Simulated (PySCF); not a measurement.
The numbers are results of B3LYP-D3(BJ)/def2-TZVP // BP86-D3(BJ)/def2-SVP (PySCF), not measurements. Isolated molecules, 0 K electronic values unless said otherwise. One relaxed conformer stands for a flexible species; it need not be the lowest. B3LYP has the VWN-RPA correlation part, as in Gaussian. 

Reference species: [Hf(F)3(OH)] (neutral, multiplicity 1).

```json
{
 "HOMO–LUMO gap": "8.92 eV",
 "coordination_number": "4",
 "mean_distance_from_the_central_atom_to_its_bonded_neighbours": "1.922 Å",
 "charge on the central atom (Mulliken)": "1.71 e"
}
```

Changed species: [Hf(F)2(OH)2] (2 of 4 F replaced by OH; the reference has 1 of 4 F replaced by OH).

Question: Give the shifts of the HOMO–LUMO gap, coordination number, mean distance from the central atom to its bonded neighbours and charge on the central atom (Mulliken).

Answer: the HOMO–LUMO gap falls by 0.41 eV, to 8.51 eV; the coordination number hardly moves; the mean distance from the central atom to its bonded neighbours increases by 0.007 Å, to 1.929 Å; the charge on the central atom (Mulliken) decreases by 0.02 e, to 1.69 e.
